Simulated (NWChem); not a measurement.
All runs are NWChem calculations. System: bifluoride (HF₂ (-1)), charge -1, spin multiplicity 1, at a geometry optimised with PBE/def2-SVP. Level: RHF/aug-cc-pVDZ.

The NWChem input:

```
start mol
memory heap 200 mb stack 800 mb global 1000 mb
charge -1
geometry units angstroms nocenter noautoz
  F      0.000000     0.000000     1.162433
  H      0.000000     0.000000     0.000000
  F      0.000000     0.000000    -1.162433
  symmetry group D2h
end
basis spherical
  * library aug-cc-pvdz
end
scf
  rhf
  nopen 0
  maxiter 100
  thresh 1e-7
  semidirect memsize 60000000 filesize 0
end
task scf energy
```

Part of the output:

```
             Northwest Computational Chemistry Package (NWChem) 7.3.0
             --------------------------------------------------------

                                NWChem Input Module
                                -------------------

 Scaling coordinates for geometry "geometry" by  1.889725989
 (inverse scale =  0.529177249)

 Turning off AUTOSYM since
 SYMMETRY directive was detected!

                             Geometry "geometry" -> ""
                             -------------------------

 Output coordinates in angstroms (scale by  1.889725989 to convert to a.u.)

  No.       Tag          Charge          X              Y              Z
 ---- ---------------- ---------- -------------- -------------- --------------
    1 F                    9.0000     0.00000000     0.00000000     1.16243300
    2 H                    1.0000     0.00000000     0.00000000     0.00000000
    3 F                    9.0000     0.00000000     0.00000000    -1.16243300

 Effective nuclear repulsion energy (a.u.)      26.6310996561

            Nuclear Dipole moment (a.u.)
            ----------------------------
        X                 Y               Z
 ---------------- ---------------- ----------------
     0.0000000000     0.0000000000     0.0000000000

      Symmetry information
      --------------------

 Group name             D2h
 Group number             26
 Group order               8
 No. of unique centers     2

      Symmetry unique atoms

     1    2


 Summary of "ao basis" -> "" (spherical)
 ------------------------------------------------------------------------------
       Tag                 Description            Shells   Functions and Types
 ---------------- ------------------------------  ------  ---------------------
 *                        aug-cc-pvdz                 on all atoms

 Summary of "ao basis" -> "ao basis" (spherical)
 ------------------------------------------------------------------------------
       Tag                 Description            Shells   Functions and Types
 ---------------- ------------------------------  ------  ---------------------
 F                        aug-cc-pvdz                9       23   4s3p2d
 H                        aug-cc-pvdz                5        9   3s2p

                                 NWChem SCF Module
                                 -----------------

  ao basis        = "ao basis"
  functions       =    55
  atoms           =     3
  closed shells   =    10
  open shells     =     0
  charge          =  -1.00
  wavefunction    = RHF
  use symmetry    = T
  symmetry adapt  = T

 Summary of "ao basis" -> "ao basis" (spherical)
 ------------------------------------------------------------------------------
       Tag                 Description            Shells   Functions and Types
 ---------------- ------------------------------  ------  ---------------------
 F                        aug-cc-pvdz                9       23   4s3p2d
 H                        aug-cc-pvdz                5        9   3s2p

      Symmetry analysis of basis
      --------------------------

        ag         14
        au          2
        b1g         2
        b1u        13
        b2g         5
        b2u         7
        b3g         5
        b3u         7

 Forming initial guess at       0.0s

      Superposition of Atomic Density Guess
      -------------------------------------

 Sum of atomic energies:        -199.27650363

 Renormalizing density from      19.00 to     20

      Non-variational initial energy
      ------------------------------

 Total energy =    -204.976176
 1-e energy   =    -349.139649
 2-e energy   =     117.532373
 HOMO         =      -0.083220
 LUMO         =       0.216882

      Symmetry analysis of molecular orbitals - initial
      -------------------------------------------------

 !! scf_movecs_sym_adapt:   32 vectors were symmetry contaminated

  Symmetry fudging

 !! scf_movecs_sym_adapt:   32 vectors were symmetry contaminated

  Numbering of irreducible representations:

     1 ag          2 au          3 b1g         4 b1u         5 b2g
     6 b2u         7 b3g         8 b3u

  Orbital symmetries:

     1 ag          2 b1u         3 ag          4 b1u         5 ag
     6 b3u         7 b2u         8 b2g         9 b3g        10 b1u
    11 ag         12 b1u        13 b3u        14 b2u        15 ag
    16 b2g        17 b3g        18 ag         19 b1u        20 b3u

 Starting SCF solution at       0.2s

 ----------------------------------------------
         Quadratically convergent ROHF

 Convergence threshold     :          1.000E-07
 Maximum no. of iterations :          100
 Final Fock-matrix accuracy:          1.000E-09
 ----------------------------------------------

              iter       energy          gnorm     gmax       time
             ----- ------------------- --------- --------- --------
                 1     -199.4415634208  1.46D+00  4.66D-01      0.2
                 2     -199.5232573101  1.86D-01  7.08D-02      0.2
                 3     -199.5251136813  1.26D-02  4.76D-03      0.2
                 4     -199.5251254167  1.62D-05  4.15D-06      0.2
                 5     -199.5251254167  6.93D-09  2.35D-09      0.3

       Final RHF  results
       ------------------

         Total SCF energy =   -199.525125416703
      One-electron energy =   -339.409510302352
      Two-electron energy =    113.253285229598
 Nuclear repulsion energy =     26.631099656051

        Time for solution =      0.1s

       Symmetry analysis of molecular orbitals - final
       -----------------------------------------------

  Numbering of irreducible representations:

     1 ag          2 au          3 b1g         4 b1u         5 b2g
     6 b2u         7 b3g         8 b3u

  Orbital symmetries:

     1 b1u         2 ag          3 ag          4 b1u         5 ag
     6 b2u         7 b3u         8 b3g         9 b2g        10 b1u
    11 ag         12 b1u        13 b3u        14 b2u        15 ag
    16 b3g        17 b2g        18 ag         19 b1u        20 b3u

             Final eigenvalues
             -----------------

              1
    1  -25.9728
    2  -25.9728
    3   -1.2599
    4   -1.2187
    5   -0.4637
    6   -0.3313
    7   -0.3313
    8   -0.3070
    9   -0.3070
   10   -0.2869
   11    0.2149
   12    0.3986
   13    0.4150
   14    0.4150
   15    0.4340
   16    0.5008
   17    0.5008
   18    0.5543
   19    0.5752
   20    0.7442

                       ROHF Final Molecular Orbital Analysis
                       -------------------------------------

 Vector    8  Occ=2.000000D+00  E=-3.070286D-01  Symmetry=b3g
              MO Center=  3.2D-31, -1.8D-18,  1.2D-16, r^2= 1.9D+00
   Bfn.  Coefficient  Atom+Function         Bfn.  Coefficient  Atom+Function
  ----- ------------  ---------------      ----- ------------  ---------------
     6      0.461801  1 F  py                38     -0.461801  3 F  py
     9      0.329722  1 F  py                41     -0.329722  3 F  py

 Vector    9  Occ=2.000000D+00  E=-3.070286D-01  Symmetry=b2g
              MO Center=  1.7D-18, -3.3D-31, -2.4D-18, r^2= 1.9D+00
   Bfn.  Coefficient  Atom+Function         Bfn.  Coefficient  Atom+Function
  ----- ------------  ---------------      ----- ------------  ---------------
     5      0.461801  1 F  px                37     -0.461801  3 F  px
     8      0.329722  1 F  px                40     -0.329722  3 F  px

 Vector   10  Occ=2.000000D+00  E=-2.868936D-01  Symmetry=b1u
              MO Center= -2.3D-20,  2.6D-20, -1.2D-16, r^2= 2.0D+00
   Bfn.  Coefficient  Atom+Function         Bfn.  Coefficient  Atom+Function
  ----- ------------  ---------------      ----- ------------  ---------------
     7      0.466454  1 F  pz                39      0.466454  3 F  pz
    10      0.313432  1 F  pz                42      0.313432  3 F  pz

 Vector   11  Occ=0.000000D+00  E= 2.148917D-01  Symmetry=ag
              MO Center= -9.3D-17, -5.6D-18,  1.0D-16, r^2= 1.3D+01
   Bfn.  Coefficient  Atom+Function         Bfn.  Coefficient  Atom+Function
  ----- ------------  ---------------      ----- ------------  ---------------
    26      1.781789  2 H  s                 25      1.323854  2 H  s
     4     -1.244391  1 F  s                 36     -1.244391  3 F  s
    13      0.368918  1 F  pz                45     -0.368918  3 F  pz

 Vector   12  Occ=0.000000D+00  E= 3.985996D-01  Symmetry=b1u
              MO Center=  2.7D-20, -2.8D-20,  3.8D-15, r^2= 1.1D+01
   Bfn.  Coefficient  Atom+Function         Bfn.  Coefficient  Atom+Function
  ----- ------------  ---------------      ----- ------------  ---------------
     4      2.382832  1 F  s                 36     -2.382832  3 F  s
    13     -2.025823  1 F  pz                45     -2.025823  3 F  pz
    32     -1.477917  2 H  pz                 3      0.284518  1 F  s
    35     -0.284518  3 F  s

 Vector   13  Occ=0.000000D+00  E= 4.149982D-01  Symmetry=b3u
              MO Center=  3.1D-17,  3.6D-32,  6.1D-17, r^2= 7.1D+00
   Bfn.  Coefficient  Atom+Function         Bfn.  Coefficient  Atom+Function
  ----- ------------  ---------------      ----- ------------  ---------------
    11      0.935915  1 F  px                43      0.935915  3 F  px
    30     -0.697105  2 H  px                 8     -0.192011  1 F  px
    40     -0.192011  3 F  px

 center of mass
 --------------
 x =   0.00000000 y =   0.00000000 z =   0.00000000

 moments of inertia (a.u.)
 ------------------
         183.349848535344           0.000000000000           0.000000000000
           0.000000000000         183.349848535344           0.000000000000
           0.000000000000           0.000000000000           0.000000000000

  Mulliken analysis of the total density
  --------------------------------------

    Atom       Charge   Shell Charges
 -----------   ------   -------------------------------------------------------
    1 F    9     9.84   2.00  0.88  1.04  0.12  3.31  2.21  0.27  0.00  0.00
    2 H    1     0.33   0.42 -0.19 -0.00  0.13 -0.04
    3 F    9     9.84   2.00  0.88  1.04  0.12  3.31  2.21  0.27  0.00  0.00

       Multipole analysis of the density wrt the origin
       ------------------------------------------------

     L   x y z        total         open         nuclear
     -   - - -        -----         ----         -------
     0   0 0 0     -1.000000      0.000000     19.000000

     1   1 0 0      0.000000      0.000000      0.000000
     1   0 1 0      0.000000      0.000000      0.000000
     1   0 0 1     -0.000000      0.000000      0.000000

     2   2 0 0     -9.403913      0.000000      0.000000
     2   1 1 0      0.000000      0.000000      0.000000
     2   1 0 1      0.000000      0.000000      0.000000
     2   0 2 0     -9.403913      0.000000      0.000000
     2   0 1 1     -0.000000      0.000000      0.000000
     2   0 0 2    -16.434704      0.000000     86.857243

 Task  times  cpu:        0.3s     wall:        0.3s

 Total times  cpu:        0.3s     wall:        0.3s
```
